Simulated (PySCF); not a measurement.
## SrBr: frontier orbitals

PBE0 at R = 2.730 Å; PySCF, spin-free X2C with a Gaussian nucleus, basis sets Sr x2c-TZVPall, Br x2c-TZVPall. State: ²Σ⁺ (doublet), unpaired electrons σ ↑. Only the outer orbitals are listed, counted within each symmetry.

```json
{"spin": "α", "orbital": "7π", "occ.": "1", "ε (eV)": "-25.08", "on Sr (%)": "100", "main shells (%)": "100 Sr p"}
{"spin": "α", "orbital": "7π", "occ.": "1", "ε (eV)": "-25.08", "on Sr (%)": "100", "main shells (%)": "100 Sr p"}
{"spin": "α", "orbital": "14σ", "occ.": "1", "ε (eV)": "-25.07", "on Sr (%)": "97", "main shells (%)": "97 Sr p"}
{"spin": "α", "orbital": "15σ", "occ.": "1", "ε (eV)": "-20.11", "on Sr (%)": "4", "main shells (%)": "96 Br s"}
{"spin": "α", "orbital": "16σ", "occ.": "1", "ε (eV)": "-7.88", "on Sr (%)": "11", "main shells (%)": "88 Br p"}
{"spin": "α", "orbital": "8π", "occ.": "1", "ε (eV)": "-7.31", "on Sr (%)": "5", "main shells (%)": "94 Br p"}
{"spin": "α", "orbital": "8π", "occ.": "1", "ε (eV)": "-7.31", "on Sr (%)": "5", "main shells (%)": "94 Br p"}
{"spin": "α", "orbital": "17σ", "occ.": "1", "ε (eV)": "-4.21", "on Sr (%)": "98", "main shells (%)": "82 Sr s, 13 Sr p"}
{"spin": "α", "orbital": "9π", "occ.": "0", "ε (eV)": "-1.33", "on Sr (%)": "100", "main shells (%)": "71 Sr p, 28 Sr d"}
{"spin": "α", "orbital": "9π", "occ.": "0", "ε (eV)": "-1.33", "on Sr (%)": "100", "main shells (%)": "71 Sr p, 28 Sr d"}
{"spin": "α", "orbital": "18σ", "occ.": "0", "ε (eV)": "-1.11", "on Sr (%)": "99", "main shells (%)": "50 Sr d, 46 Sr p"}
{"spin": "β", "orbital": "7π", "occ.": "1", "ε (eV)": "-24.96", "on Sr (%)": "100", "main shells (%)": "100 Sr p"}
{"spin": "β", "orbital": "7π", "occ.": "1", "ε (eV)": "-24.96", "on Sr (%)": "100", "main shells (%)": "100 Sr p"}
{"spin": "β", "orbital": "14σ", "occ.": "1", "ε (eV)": "-24.95", "on Sr (%)": "97", "main shells (%)": "97 Sr p"}
{"spin": "β", "orbital": "15σ", "occ.": "1", "ε (eV)": "-20.08", "on Sr (%)": "4", "main shells (%)": "96 Br s"}
{"spin": "β", "orbital": "16σ", "occ.": "1", "ε (eV)": "-7.80", "on Sr (%)": "11", "main shells (%)": "88 Br p"}
{"spin": "β", "orbital": "8π", "occ.": "1", "ε (eV)": "-7.31", "on Sr (%)": "5", "main shells (%)": "95 Br p"}
{"spin": "β", "orbital": "8π", "occ.": "1", "ε (eV)": "-7.31", "on Sr (%)": "5", "main shells (%)": "95 Br p"}
{"spin": "β", "orbital": "17σ", "occ.": "0", "ε (eV)": "-2.17", "on Sr (%)": "99", "main shells (%)": "88 Sr s"}
{"spin": "β", "orbital": "18σ", "occ.": "0", "ε (eV)": "-0.42", "on Sr (%)": "98", "main shells (%)": "52 Sr p, 46 Sr d"}
{"spin": "β", "orbital": "9π", "occ.": "0", "ε (eV)": "-0.37", "on Sr (%)": "100", "main shells (%)": "65 Sr p, 35 Sr d"}
```

Which are the highest filled and the lowest empty level, where do they sit, and how wide is the gap?

Highest filled α 17σ at -4.21 eV (in %: 82 Sr s, 13 Sr p); lowest empty β 17σ at -2.17 eV (in %: 88 Sr s); the gap at PBE0 is 2.04 eV.

```
bond order (Mayer)                               : 0.80
⟨S²⟩                                             : 0.750
charge on Sr (Mulliken, basis-dependent)         : 0.58
charge on Sr (Löwdin, basis-dependent)           : 0.20
dipole moment (positive dipole means Sr(−)Br(+)) : -4.76 D
polarisability along the bond                    : 171.0 bohr³
polarisability across the bond                   : 200.3 bohr³
```

Spin–orbit coupling is left out. The state was picked by a PBE0 search and need not be the measured ground state.
